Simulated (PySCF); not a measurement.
Compound: C₄H₁₁As.
InChI=1S/C4H11As/c1-2-3-4-5/h2-5H2,1H3

Level: CAM-B3LYP/def2-SVPD in PySCF, non-relativistic, on one gas-phase PBE0-D3(BJ)/def2-SVP geometry that isn't relaxed in the solvent. The solvent is an IEF-PCM continuum (van der Waals radii × 1.2), and excitations are vertical TDDFT with non-equilibrium linear response and a frozen core. Only the electrostatic response of the medium enters. Spin–orbit coupling is left out although an atom past zinc is present.

Gas-phase singlets (H = HOMO, L = LUMO):

| state | E (eV) | λ (nm) | f | leading configuration |
| --- | --- | --- | --- | --- |
| S1 | 6.290 | 197 | 0.060 | H→L 90% |
| S2 | 6.890 | 180 | 0.066 | H→L+3 94% |
| S3 | 6.947 | 178 | 0.184 | H→L+2 74% |
| S4 | 7.801 | 159 | 0.006 | H→L+1 48% |
| S5 | 8.066 | 154 | 0.009 | H→L+4 55% |

Task: How does the list change in chloroform (ε = 4.711)?

Result: 
```json
{"state": "S1", "E (eV)": "6.309", "λ (nm)": "197", "f": "0.093", "leading configuration": "H→L 91%", "change by rank (eV)": "+0.019"}
{"state": "S2", "E (eV)": "6.829", "λ (nm)": "182", "f": "0.100", "leading configuration": "H→L+3 96%", "change by rank (eV)": "-0.061"}
{"state": "S3", "E (eV)": "6.883", "λ (nm)": "180", "f": "0.272", "leading configuration": "H→L+2 70%", "change by rank (eV)": "-0.064"}
{"state": "S4", "E (eV)": "7.882", "λ (nm)": "157", "f": "0.009", "leading configuration": "H→L+1 40%", "change by rank (eV)": "+0.081"}
{"state": "S5", "E (eV)": "8.157", "λ (nm)": "152", "f": "0.059", "leading configuration": "H→L+4 44%", "change by rank (eV)": "+0.091"}
```

Task: How does the list change in dimethylsulfoxide (ε = 46.83)?

Result: 
```
state  E (eV)  λ (nm)      f  leading configuration  change by rank (eV)
   S1   6.345     195  0.098                H→L 92%               +0.055
   S2   6.842     181  0.103              H→L+3 96%               -0.048
   S3   6.882     180  0.290              H→L+2 48%               -0.065
   S4   7.921     157  0.012              H-1→L 31%               +0.120
   S5   8.178     152  0.076              H-1→L 50%               +0.112
```

Task: The ground-state energy changes by -0.060 eV from gas to dimethylsulfoxide. By how much does the total energy of gas-phase S1 change?

Result: E(S1) = E(S0) + excitation energy, so it changes by -0.060 + 0.055 = -0.005 eV: it is lowered less than the ground state, which is what a blue shift means. This is the vertical state, with the slow part of the continuum still set for S0.

Task: How do the frontier levels move from gas to dimethylsulfoxide?

Result: 
| orbital | gas (eV) | solvent (eV) | change (eV) |
| --- | --- | --- | --- |
| LUMO+2 | 1.73 | 1.83 | +0.10 |
| LUMO+1 | 1.61 | 1.79 | +0.18 |
| LUMO | 1.07 | 1.25 | +0.18 |
| HOMO | -8.39 | -8.35 | +0.04 |
| HOMO-1 | -10.25 | -10.07 | +0.18 |
| HOMO-2 | -10.59 | -10.33 | +0.26 |
| HOMO-3 | -10.91 | -10.73 | +0.18 |

The HOMO–LUMO gap goes from 9.46 to 9.60 eV. Rows go by rank; for LUMO+1 and LUMO+2 the atom shares or the degeneracy differ between the runs, so the row needn't follow one orbital.

Time: 66 s of wall time; peak memory 1.0 GiB. Hardware: Arm Neoverse N1, one thread, no GPU (shared host). This is the whole response run at CAM-B3LYP/def2-SVPD in dimethylsulfoxide, SCF included.

Conformer computed: `[CH3:1][CH2:2][CH2:3][CH2:4][AsH2:5]`: C1–C2–C3–C4 180°, C2–C3–C4–As5 180°, H–As5–C4–C3 -46°, H–As5–C4–C3 46°.
